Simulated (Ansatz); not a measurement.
`[SiH3]N([SiH3])B(Cl)Cl` and `[SiH3][N]([SiH3])[Al]([Cl])[Cl]` differ in one element.

Ansatz, PBE0-D4/def2-TZVP geometries, multiplicity 1. Each molecule was computed in one conformer, which needn't be the lowest.

```csv
property,`[SiH3]N([SiH3])B(Cl)Cl`
LUMO energy (PBE/def2-TZVPP) / eV,-1.63
HOMO–LUMO gap (PBE/def2-TZVPP) / eV,5.56
HOMO energy (ωB97M-V/def2-TZVPP) / eV,-10.70
HOMO energy (B3LYP/def2-TZVPP) / eV,-8.25
HOMO–LUMO gap (PBE0/def2-TZVPP) / eV,7.77
HOMO–LUMO gap (B3LYP/def2-TZVPP) / eV,7.38
```

Question: Give the same properties after the change, and the shifts. (Best estimate.)

Answer: Computed: 
```
                             property  `[SiH3][N]([SiH3])[Al]([Cl])[Cl]`  shift
    LUMO energy (PBE/def2-TZVPP) / eV                              -1.92  -0.29
  HOMO–LUMO gap (PBE/def2-TZVPP) / eV                               4.92  -0.64
HOMO energy (ωB97M-V/def2-TZVPP) / eV                             -10.37   0.33
  HOMO energy (B3LYP/def2-TZVPP) / eV                              -7.90   0.35
 HOMO–LUMO gap (PBE0/def2-TZVPP) / eV                               7.05  -0.72
HOMO–LUMO gap (B3LYP/def2-TZVPP) / eV                               6.60  -0.78
```

With PBE0 the HOMO rises by 0.35 eV and the LUMO falls by 0.37 eV, so the gap narrows by about 0.72 eV. PBE moves the HOMO by 0.36 eV and ωB97M-V by 0.33 eV.

Positive LUMOs are unbound, so they and the gaps depend on the basis.

B3LYP here is the variant with VWN-RPA as its local correlation; programs differ in this.
